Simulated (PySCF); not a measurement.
Species: C₅H₇F₃O₂S.
Structure used (PBE0-D3(BJ)/def2-SVP), in Å, numbered top down from 1:
```xyz
18
C5H7F3O2S angstrom
C      3.0277    0.2191   -1.2092
C      1.9920    0.6260   -0.4827
S      1.1676   -0.5391    0.5762
O      1.8571   -1.8212    0.4662
O      0.9676    0.1185    1.8659
C     -0.4546   -0.7624   -0.1630
C     -1.3383    0.4564   -0.0135
C     -2.7384    0.2080   -0.5140
F     -3.3268   -0.7927    0.1468
F     -2.7432   -0.1176   -1.8124
F     -3.4960    1.2947   -0.3671
H      3.3277   -0.8333   -1.1861
H      3.6003    0.9188   -1.8238
H      1.6370    1.6578   -0.4120
H     -0.8573   -1.6238    0.3930
H     -0.2975   -1.0670   -1.2074
H     -0.9450    1.3168   -0.5754
H     -1.3972    0.7458    1.0457
```

Method used: PySCF 2.14.0, PBE0-D3(BJ)/def2-SVP geometry optimisation, gas phase.

Take the most abundant isotopes and a rigid rotor. The values belong to one conformer with, in the numbering `[CH2:1]=[CH:2][S:3](=[O:4])(=[O:5])[CH2:6][CH2:7][C:8]([F:9])([F:10])[F:11]`, C1–C2–S3–O4 1°, C2–S3–C6–C7 -71°, S3–C6–C7–C8 -174°.

**Question.** Give the principal moments of inertia and the rotational constants in GHz.

**Answer.** Ia = 264.85, Ib = 1094.16, Ic = 1149.16 u·Å²; 505379 MHz·u·Å²/I gives 1908, 461.9 and 439.8 MHz, that is A = 1.9082, B = 0.4619, C = 0.4398 GHz.

**Question.** Classify the top.

**Answer.** A near-prolate asymmetric top: κ = (2 × 461.9 − 1908 − 439.8)/(1908 − 439.8) = -0.97.

**Question.** What does the inertial defect say?

**Answer.** Not planar: Δ = Ic − Ia − Ib = -209.86 u·Å². For a rigid frame Δ = −2 Σ m c², so Σ m c² = 104.93 u·Å² lies off the ab plane: 9.17 from hydrogen and 95.76 from heavier atoms. The atom farthest from that plane is 1.53 Å away.

**Question.** Give the other two planar moments, Paa and Pbb, and the rms extents of the mass along the axes.

**Answer.** Paa = Σ m a² = (Ib + Ic − Ia)/2 = 989.24 and Pbb = Σ m b² = (Ia + Ic − Ib)/2 = 159.92 u·Å². With the mass M = 188.01 u, the rms extents √(P/M) along a, b and c are 2.29, 0.92, 0.75 Å.

**Question.** Which types of transition are allowed, and where do some lines up to J = 5 fall?

**Answer.** The dipole components are |μa| = 0.19 D, |μb| = 3.83 D, |μc| = 0.36 D. Intensities carry the squares of the components, which stand as 0.00 : 1.00 : 0.01 (a : b : c). Some lines, for components of 0.1 D or more:

| type | branch | J(Ka,Kc) | MHz | lower level (cm⁻¹) |
| --- | --- | --- | --- | --- |
| c | R | 1(1,0) ← 0(0,0) | 2370 | 0.000 |
| a | R | 3(0,3) ← 2(0,2) | 2704 | 0.090 |
| a | R | 3(1,2) ← 2(1,1) | 2738 | 0.140 |
| c | R | 2(1,1) ← 1(0,1) | 3294 | 0.030 |
| a | R | 4(1,3) ← 3(1,2) | 3650 | 0.231 |
| b | Q | 5(2,3) ← 5(1,4) | 4216 | 0.505 |
| c | R | 3(1,2) ← 2(0,2) | 4229 | 0.090 |
| a | R | 5(0,5) ← 4(0,4) | 4503 | 0.301 |
| a | R | 5(4,1) ← 4(4,0) | 4509 | 1.079 |
| b | Q | 4(3,2) ← 4(2,3) | 7288 | 0.495 |
| b | R | 4(2,2) ← 3(1,3) | 8049 | 0.227 |
| b | R | 3(3,0) ← 2(2,1) | 9992 | 0.285 |
| b | Q | 5(4,2) ← 5(3,3) | 10201 | 0.889 |
| b | Q | 4(4,0) ← 4(3,1) | 10201 | 0.738 |
| b | R | 4(3,2) ← 3(2,1) | 10893 | 0.375 |
| c | R | 5(3,2) ← 4(2,2) | 11793 | 0.495 |
| b | R | 5(3,2) ← 4(2,3) | 11797 | 0.495 |
| c | Q | 5(5,1) ← 5(4,1) | 13116 | 1.229 |
| c | R | 5(4,2) ← 4(3,2) | 14710 | 0.738 |
| c | R | 5(5,1) ← 4(4,1) | 17625 | 1.079 |

**Question.** Estimate the classical rotational partition function at 10 K, 50 K and 500 K.

**Answer.** Point group C1, symmetry number σ = 1; q = (√π/σ)·√((kT/h)³/(ABC)), k/h = 20836.6 MHz/K: 8560 at 10 K, 95700 at 50 K, 3030000 at 500 K.

PBE0-D3(BJ)/def2-SVP frequencies: not computed here. Constants of a rigid frame at the computed geometry: no zero-point averaging, no centrifugal distortion.

The run took about 8 min of CPU time (one thread, shared machine). That covers the optimisation of the geometry.
